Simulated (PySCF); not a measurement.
Input for PySCF: D3(BJ) and D4 dispersion corrections on FH3OSi (SMILES O[SiH2]F), a point of a torsion scan.

```python
from pyscf import gto
from pyscf.dispersion import dftd3, dftd4

mol = gto.M(
    atom='''
    O     1.13609735   -0.03895062   -0.46010795
    Si   -0.39244465    0.01319520    0.04997152
    F    -0.82275657   -1.47119294    0.49352789
    H     1.89960954    0.08723816    0.09500701
    H    -1.15996982    0.32695380   -1.13309374
    H    -0.57312203    0.81956690    1.24358266
    ''',
    basis='def2-svp',
    charge=0, spin=0, verbose=0, max_memory=1800)
d3, d4 = {}, {}
for xc in ['hf', 'pbe', 'blyp', 'revpbe', 'tpss', 'r2scan', 'b3lyp', 'pbe0', 'bhlyp', 'camb3lyp', 'b2plyp']:
    d3[xc] = float(dftd3.DFTD3Dispersion(mol, xc=xc, version='d3bj', atm=False).get_dispersion()['energy'])
    print(f'D3(BJ) {xc:10s} {d3[xc]:14.8f} Eh')
for xc in ['hf', 'pbe', 'blyp', 'revpbe', 'tpss', 'r2scan', 'b3lyp', 'pbe0', 'bhlyp', 'camb3lyp', 'b2plyp']:
    d4[xc] = float(dftd4.DFTD4Dispersion(mol, xc={'camb3lyp': 'cam-b3lyp'}.get(xc, xc), atm=True).get_dispersion()['energy'])
    print(f'D4     {xc:10s} {d4[xc]:14.8f} Eh')
```

It printed:

```
D3(BJ) hf            -0.02652172 Eh
D3(BJ) pbe           -0.00275897 Eh
D3(BJ) blyp          -0.00601804 Eh
D3(BJ) revpbe        -0.00718291 Eh
D3(BJ) tpss          -0.00345130 Eh
D3(BJ) r2scan        -0.00070079 Eh
D3(BJ) b3lyp         -0.00491559 Eh
D3(BJ) pbe0          -0.00234036 Eh
D3(BJ) bhlyp         -0.00390293 Eh
D3(BJ) camb3lyp      -0.00207139 Eh
D3(BJ) b2plyp        -0.00226905 Eh
D4     hf            -0.01087527 Eh
D4     pbe           -0.00274258 Eh
D4     blyp          -0.00628868 Eh
D4     revpbe        -0.00936917 Eh
D4     tpss          -0.00371950 Eh
D4     r2scan        -0.00062007 Eh
D4     b3lyp         -0.00445962 Eh
D4     pbe0          -0.00225727 Eh
D4     bhlyp         -0.00321439 Eh
D4     camb3lyp      -0.00224966 Eh
D4     b2plyp        -0.00188494 Eh
```

The run finished.

Cost: very roughly 0.020 core-seconds.
